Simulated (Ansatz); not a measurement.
Total energies of BClFH2InO (`FB(Cl)[O][InH2]`).

Cartesian coordinates in Å:
```
F 0.820 1.438 0.739
B 1.282 0.211 0.410
Cl 2.992 -0.078 0.750
O 0.491 -0.690 -0.125
In -1.479 -0.333 -0.506
H -1.674 0.256 -2.089
H -2.431 -0.805 0.821
```

Charge 0, multiplicity 1. Correlated methods include outer-core shells of In, which these sets cover unevenly. In: def2 effective core potential. Geometry: relaxed with PBE0-D4/def2-TZVP. It is one conformer, not always the lowest. Basis def2-TZVPP, Ansatz 0.2.0.

RPA on PBE orbitals: Hartree–Fock energy of these orbitals -849.05735 Eh, correlation -1.60245 Eh (frozen core).

| functional | kind | energy without D4 (Eh) | D4 term (kJ/mol) |
| --- | --- | --- | --- |
| r2SCANh | meta-GGA hybrid, 10 % | -851.63900 | -3.9 |
| BHLYP | global hybrid, 50 % | -851.55479 | -21.0 |

Task: Give the same for LDA (SPW92), PBE, revPBE, BLYP, r2SCAN, B97M-V, PBE0, B3LYP, r2SCAN0, HSE06 (plane-wave form), CAM-B3LYP, LC-ωPBE, ωB97X-V, ωB97M-V, B2PLYP, PBE-QIDH. (Best estimate.)

Result: Ansatz gave: 
```csv
functional,kind,energy without D4 (Eh),D4 term (kJ/mol)
LDA (SPW92),LDA,-848.45936,–
PBE,GGA,-851.31109,-15.4
revPBE,GGA,-851.60832,-42.8
BLYP,GGA,-851.63756,-33.6
r2SCAN,meta-GGA,-851.66531,-3.6
B97M-V,meta-GGA with VV10,-851.55776,–
PBE0,"global hybrid, 25 % exact exchange",-851.35194,-13.2
B3LYP,"global hybrid, 20 %",-851.80295,-25.3
r2SCAN0,"meta-GGA hybrid, 25 %",-851.60108,-4.4
HSE06 (plane-wave form),screened hybrid,-851.33389,-12.4
CAM-B3LYP,range-separated hybrid,-851.65086,-13.6
LC-ωPBE,long-range corrected hybrid,-851.50084,–
ωB97X-V,range-separated hybrid GGA with VV10,-851.56284,–
ωB97M-V,range-separated hybrid meta-GGA with VV10,-851.58860,–
B2PLYP,double hybrid,-851.25001,–
PBE-QIDH,double hybrid,-851.04146,–
```

B3LYP takes the VWN-RPA correlation (the form of Gaussian; ORCA's B3LYP/G). HSE06 is the plane-wave form, built on full-range PBE exchange. The double hybrids freeze the cores in their second-order part.

LC-ωPBE has ω = 0.4 bohr⁻¹.
